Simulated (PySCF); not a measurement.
**WF⁺: from constants to spectrum**

UHF-CCSD(T) constants of WF⁺, ⁵Π (quintet), unpaired electrons σ ↑, π ↑, δ ↑↑ (basis W def2-TZVPPD with ECP60, F def2-TZVPPD; scalar-relativistic core potentials; PySCF 2.14; masses 183.9509 and 18.9984 u):

- ωe: 784.1 cm⁻¹
- ωexe: 2.92 cm⁻¹
- Be: 0.30417 cm⁻¹
- αe: 0.00156 cm⁻¹
- D (centrifugal): 1.83e-07 cm⁻¹

Task: Give the vibrational terms G(v) and spacings up to v = 6.

Result: G(v) = ωe(v+½) − ωexe(v+½)².

| v | G(v) (cm⁻¹) | G(v) − G(v−1) | Bv (cm⁻¹) |
| --- | --- | --- | --- |
| 0 | 391.3 |  | 0.3034 |
| 1 | 1169.6 | 778.3 | 0.3018 |
| 2 | 1942.0 | 772.4 | 0.3003 |
| 3 | 2708.6 | 766.6 | 0.2987 |
| 4 | 3469.3 | 760.7 | 0.2971 |
| 5 | 4224.2 | 754.9 | 0.2956 |
| 6 | 4973.3 | 749.1 | 0.2940 |

Correlated steps freeze 1 core orbital. De is left out where the level can put another filling of the metal’s s and d shells below the measured ground configuration, by anything from nothing to about 1 eV. Spin–orbit coupling is left out, which matters for elements this heavy, above all for dissociation energies. The state is the lowest single determinant that the PBE0 search found; with open d or f shells the true ground state can be another one.
